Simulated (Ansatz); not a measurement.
`FB(S)[SiH2][SiH3]` + H₂ → `FBS` + `[SiH3][SiH3]` at 600 K and 1 bar (hydrogenolysis of a B–Si bond).

Computed with Ansatz on PBE0-D4/def2-TZVP structures; ΔE is electronic, products minus reactants. CCSD(T)/CBS is the MP2 limit (def2-TZVPP, def2-QZVPP) plus CCSD(T) − MP2 in def2-TZVPP, frozen cores. This one scheme is used for every species. Each species was taken in one conformer, which may not be the lowest.

```csv
species,CCSD(T)/CBS energy (Eh),H − E (kJ/mol),S (J/(mol·K))
`FB(S)[SiH2][SiH3]`,-1104.19650,228.0,506.1
H₂,-1.17544,43.9,150.8
`FBS`,-523.64132,98.7,314.3
`[SiH3][SiH3]`,-581.74359,174.5,343.9
```

H − E and S are ideal-gas, rigid-rotor, harmonic terms from PBE0-D4/def2-TZVP, for one conformer and one mirror image of each species. For small species the MP2-based limit differs from directly extrapolated CCSD(T) by up to some mEh (0.8 for H₂); such offsets cancel only in part. 1 Eh = 2625.50 kJ/mol, R = 8.31446 J/(mol·K).

Question: By hand: ΔE, ΔH, ΔS and ΔG.

Answer: ΔE = (-523.64132) + (-581.74359) − (-1104.19650) − (-1.17544) = -0.01297 Eh = -34.1 kJ/mol. Δ(H − E) = 98.7 + 174.5 − 228.0 − 43.9 = 1.3, so ΔH = -32.8 kJ/mol. ΔS = 314.3 + 343.9 − 506.1 − 150.8 = 1.3 J/(mol·K). ΔG = -32.8 − 600 × (1.3)/1000 = -33.6 kJ/mol.

Question: By hand: the equilibrium constant, and the temperature at which ΔG would vanish if ΔH and ΔS stayed fixed.

Answer: log₁₀ K = −ΔG/(RT ln 10) = 2.9. ΔH and −TΔS have one sign here, so there is no such temperature.

The number of gas molecules stays the same, so ΔS is small and ΔH decides. A doubt of 5 kJ/mol in ΔE shifts log₁₀ K by 0.4 here. Other conformers and mirror images would add mixing entropy, several J/(mol·K) or more a flexible species. Modes under 60 cm⁻¹, often nearly free rotors, make the harmonic entropy too high. These are equilibria of isolated gas molecules and say nothing of rates. Largest T1 diagnostic: 0.015 (customary marks: 0.02 for closed shells, 0.045 for open ones).

ΔS is within the doubt of such terms, so its sign, and with it that verdict, could turn.
